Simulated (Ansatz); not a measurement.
CH2BCl, SMILES `B[C]Cl` (lower singlet) (charge 0, multiplicity 1). This singlet lies 0.37 eV below the relaxed triplet at the level frozen-core CCSD(T)/cc-pVTZ // PBE0-D3(BJ)/def2-TZVP (Ansatz, a first-principles code).

The numbers are results of r2SCAN0/cc-pVTZ // PBE0-D3(BJ)/def2-TZVP in Ansatz, not measurements.

Ansatz 0.2 input:
```yaml
crystal:
  periodic: [false, false, false]
  atoms:
    - { symbol: B, position_ang: [-0.645517, 0.028738, 0.00783] }
    - { symbol: C, position_ang: [0.734547, -0.032556, -0.008981] }
    - { symbol: Cl, position_ang: [2.333706, -0.103813, -0.028322] }
    - { symbol: H, position_ang: [-1.259238, -0.993638, -0.104859] }
    - { symbol: H, position_ang: [-1.163498, 1.101269, 0.134332] }
basis:
  gaussian: { orbitals: cc-pVTZ }
hamiltonian:
  xc: r2scan0
```

Output:

```
Functional definition: r2SCAN0
804 factors; their error is unknown
mean field evaluation 1: about -14258.3108 eV, gradient 4.4e1 eV
mean field evaluation 2: about -14254.6421 eV, gradient 5.6e1 eV
mean field evaluation 4: about -14263.9220 eV, gradient 1.6e0 eV
mean field evaluation 8: about -14263.9283 eV, gradient 1.3e-1 eV
mean field evaluation 16: about -14264.0003 eV, gradient 2.0e-5 eV
mean field -14264.00033197 eV, -524.1923437131 hartree, gradient 2.0e-5 eV, S^2 0.000000; 0 other end points of the search recorded, 0 dependent functions left out
reference -14264.00033950 eV, -524.1923439901 hartree; 15, 15 occupied and 107, 107 virtual orbitals, 804 factors
Total energy: -14264.00033950 eV, -524.1923439901 hartree
```
